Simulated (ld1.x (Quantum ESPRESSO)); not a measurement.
**Pseudopotential generation for Pb: ultrasoft, LDA (PZ), scalar-relativistic.**

```
Element                 : Pb
Generator               : ld1.x (Quantum ESPRESSO) 7.5
Type                    : ultrasoft
Functional              : LDA (PZ)
Relativity              : scalar-relativistic
Frozen core             : [Xe] 4f14
Valence charge          : 14
Reference configuration : 5d10 6s2 6p1.5 (charge +0.5)
Partial waves           : 6s (bound): rcut 1.65, rcutus 2.00 bohr; 6s channel at 1.15 Ry: rcut 1.65, rcutus 2.00 bohr; 6p (bound): rcut 1.75, rcutus 2.15 bohr; 6p channel at 1.2 Ry: rcut 1.75, rcutus 2.15 bohr; 5d (bound): rcut 1.60, rcutus 2.20 bohr; 5d channel at -1.5 Ry: rcut 1.60, rcutus 2.20 bohr
Local potential         : all-electron potential smoothed inside 1.95 bohr (lloc = -2)
Core correction         : a·sin(br)/r model core, default radius (core density twice the valence density)
Augmentation charge     : PSQ, radius 1.75 bohr
```

Poles of the logarithmic derivatives, all-electron (AE) and pseudo (PS). s: poles at 0.9 (AE) and 0.9 (PS) Ry. p: poles at 2.9 (AE) and 2.8, 4.1 (PS) Ry. d: poles at -1.6 (AE) and -1.6 (PS) Ry. Test radius 2.40 bohr.

- Cutoffs needed: 25 Ry and 40 Ry (the cutoffs (Ry, on a coarse ladder) from which the occupation-weighted sum of valence levels, in a spherical-Bessel basis at the reference potential, stays within 10 and 1 mRy of its value at 400 Ry)
- Ghost test: no extra level below or beside the all-electron valence levels (s, p, d, f tested) (spherical-Bessel basis up to 400 Ry, 20 bohr box)
- Largest excitation error: -30 meV (all-electron minus pseudo) for 5d9 6s2 6p2, out of 7 test configurations
- Lowest eigenvalue of the overlap operator: 0.47 (s channel)
- Density cutoff estimated by the generator: 134 Ry
